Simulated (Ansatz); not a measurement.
Compare A (`CO[SiH](O)[SiH3]`) with its isomer B (`O[SiH2]C(O)[SiH3]`).

Gas-phase electronic energies from Ansatz, PBE0-D4/def2-TZVP geometries. CCSD(T)/CBS is the MP2 limit (def2-TZVPP, def2-QZVPP) plus CCSD(T) − MP2 in def2-TZVPP, frozen cores. Functionals use def2-TZVPP. One conformer a species, not always the lowest.

A:

```xyz
13

C    -1.322   -0.986    1.642
O    -0.834   -0.591    0.377
Si    0.580    0.209    0.156
O     0.576    1.724    0.807
Si    0.878    0.244   -2.167
H    -2.138   -1.694    1.489
H    -0.542   -1.474    2.237
H    -1.702   -0.127    2.203
H     1.664   -0.478    0.909
H     0.014    2.381    0.394
H    -0.175    1.089   -2.799
H     0.798   -1.125   -2.741
H     2.203    0.828   -2.510
```

B:

```xyz
13

O     0.659    0.526    2.612
Si    0.060   -0.472    1.449
C     0.379    0.283   -0.249
O    -0.135    1.623   -0.150
Si   -0.406   -0.658   -1.685
H     0.455    1.455    2.486
H    -1.405   -0.678    1.608
H     0.770   -1.768    1.569
H     1.471    0.293   -0.394
H    -0.016    2.070   -0.993
H    -1.852   -0.899   -1.442
H     0.288   -1.956   -1.900
H    -0.269    0.180   -2.911
```

(1) Which isomer does CCSD(T)/CBS put lower? Give the gap. (An estimate is asked.)

(2) Give E(B) − E(A) in kcal/mol with B2PLYP, ωB97M-V, r2SCAN-D4, HF/def2-TZVPP, MP2/def2-TZVPP, PBE-D4, CCSD(T)/def2-TZVPP. (An estimate is asked.)

Largest T1 diagnostic: 0.012.

Answers

(1) Computed: A, by 29.6 kcal/mol.

(2) Ansatz gave: B2PLYP 30.8, ωB97M-V 28.2, r2SCAN-D4 30.5, HF/def2-TZVPP 33.4, MP2/def2-TZVPP 29.0, PBE-D4 29.6, CCSD(T)/def2-TZVPP 29.8. None reverses the order clearly.

In def2-TZVPP, CCSD(T) changes the Hartree–Fock value by −3.7 kcal/mol (the triples alone add −0.5 kcal/mol) and MP2 by −4.4 kcal/mol. The D4 term adds −0.8 kcal/mol with B3LYP and −0.4 kcal/mol with PBE0; it sums over pairs of atoms, weighted by their polarisabilities, and B3LYP, whose exchange is more repulsive, gets the larger term.

B3LYP here is the variant with VWN-RPA as its local correlation; programs differ in this.
